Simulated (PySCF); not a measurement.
## Nuclear quadrupole coupling in `C[Si](C)(C)O[SiH]1SCCS1`

Species: C5H14OS2Si2.
Cartesian coordinates in Å at the PBE0-D3(BJ)/def2-SVP level; atoms count from 1:
```
atom  x, y, z in Å
C1    -2.8158   -1.2558    0.9066
Si2   -1.6009    0.0179    0.2817
C3    -2.3036    1.7490    0.3533
C4    -1.0157   -0.3918   -1.4501
O5    -0.2839   -0.0266    1.3367
Si6    1.3478    0.1271    1.3223
S7     2.2831   -1.6256    0.4983
C8     3.4295   -0.7328   -0.6152
C9     2.7616    0.4606   -1.2643
S10    2.1207    1.6309   -0.0091
H11   -3.1131   -1.0384    1.9441
H12   -2.3687   -2.2619    0.8858
H13   -3.7265   -1.2736    0.2870
H14   -3.2011    1.8467   -0.2779
H15   -1.5556    2.4772    0.0017
H16   -2.5807    2.0170    1.3847
H17   -0.4412   -1.3312   -1.4568
H18   -1.8663   -0.4995   -2.1416
H19   -0.3681    0.4126   -1.8335
H20    1.7461    0.4345    2.7176
H21    4.3190   -0.4220   -0.0468
H22    3.7433   -1.4628   -1.3777
H23    3.4857    1.0299   -1.8671
H24    1.9395    0.1393   -1.9210
```

Field gradients from the PBE0/pcSseg-1 density (PySCF, non-relativistic), principal values in atomic units, ordered |Vxx| ≤ |Vyy| ≤ |Vzz|:

```json
{"atom": "O5", "Vxx": "-0.4016", "Vyy": "-0.6213", "Vzz": "1.0228"}
{"atom": "S7", "Vxx": "0.1222", "Vyy": "2.0928", "Vzz": "-2.2150"}
{"atom": "S10", "Vxx": "0.0918", "Vyy": "2.0692", "Vzz": "-2.1610"}
```

Question: Find the asymmetry η = (Vxx − Vyy)/Vzz and the couplings χ = eQV/h (234.96 MHz × Q in barn × V in au), with Q(17O) = −0.0256 b, Q(33S) = −0.0678 b.

Answer: 
```json
{"atom": "O5", "environment": "siloxane oxygen", "nucleus": "17O", "η": "0.21", "χzz (MHz)": "-6.15", "χxx (MHz)": "2.42", "χyy (MHz)": "3.74"}
{"atom": "S7", "environment": "sulfur bonded to C and Si", "nucleus": "33S", "η": "0.89", "χzz (MHz)": "35.29", "χxx (MHz)": "-1.95", "χyy (MHz)": "-33.34"}
{"atom": "S10", "environment": "sulfur bonded to C and Si", "nucleus": "33S", "η": "0.92", "χzz (MHz)": "34.43", "χxx (MHz)": "-1.46", "χyy (MHz)": "-32.96"}
```

At S10 η is above 0.9: Vyy and Vzz are nearly equal in size and opposite in sign, so a small change could swap them and flip the sign of χzz. The tensor is traceless: Vxx + Vyy + Vzz = 0.

Question: What is Vzz at S7 in SI units (1 au = 9.71736 × 10²¹ V/m²)?

Answer: -2.2150 au = -21.524 × 10²¹ V/m².

Question: And the gradient at the other heavy atoms, for which no coupling is worked out here?

Answer: 
```json
{"atom": "C1", "environment": "Si-methyl carbon", "Vzz (au)": "-0.103", "η": "0.14"}
{"atom": "Si2", "environment": "oxygen-bound silicon", "Vzz (au)": "0.693", "η": "0.06"}
{"atom": "C3", "environment": "Si-methyl carbon", "Vzz (au)": "-0.103", "η": "0.14"}
{"atom": "C4", "environment": "Si-methyl carbon", "Vzz (au)": "-0.104", "η": "0.18"}
{"atom": "Si6", "environment": "oxygen-bound silicon", "Vzz (au)": "-0.460", "η": "0.61"}
{"atom": "C8", "environment": "sp3 carbon bound to sulfur", "Vzz (au)": "0.282", "η": "0.36"}
{"atom": "C9", "environment": "sp3 carbon bound to sulfur", "Vzz (au)": "0.282", "η": "0.37"}
```

Were the hydrogens deuterons (Q(2H) = 0.00286 b), χzz would run from 96 kHz (H20) to 201 kHz (H18, H11, H16, H14 and 2 more).

Isolated species at its PBE0-D3(BJ)/def2-SVP geometry (one conformer only). These gradients aren't converged with respect to the basis.
